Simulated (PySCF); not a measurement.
**Polarisability and C₆ of Si²⁺ (silicon, charge +2)**

[Ne] 3s2, closed-shell 1S. Calculation: PySCF 2.14, in aug-cc-pV(D+d)Z (5s4p3d, 32 functions); no relativity, point nucleus. Coupled (time-dependent) response in atomic units; α is the mean over directions.

```
method  mean α (bohr³)  C₆ (like pair)  S(−4)
   UHF           12.56           44.73  90.97
   PBE           11.63           39.57  79.70
  PBE0           11.88           40.90  82.87
 TPSSh           12.21           42.83  86.57
  BLYP           11.35           38.17  75.59
```

S(−4) is the Cauchy moment in α(ω) = α(0) + S(−4) ω² + …

α(iu) at BLYP:

| u (hartree) | α(iu) (bohr³) |
| --- | --- |
| 0 | 11.35 |
| 0.0500 | 11.16 |
| 0.100 | 10.64 |
| 0.200 | 8.967 |
| 0.300 | 7.119 |
| 0.500 | 4.327 |
| 0.750 | 2.496 |
| 1.00 | 1.603 |
| 1.50 | 0.8390 |
| 2.00 | 0.5366 |
| 3.00 | 0.2985 |
| 5.00 | 0.1502 |

A single London oscillator, α(iu) = α/(1 + u²/ω²), gives C₆ = (3/4) ω α². Matching the computed C₆ needs ω = 4 × 38.17 / (3 × 11.35²) = 0.395 hartree.

For an ion, C₆ is the dispersion term alone; charge-induced terms of lower order in 1/R come first.
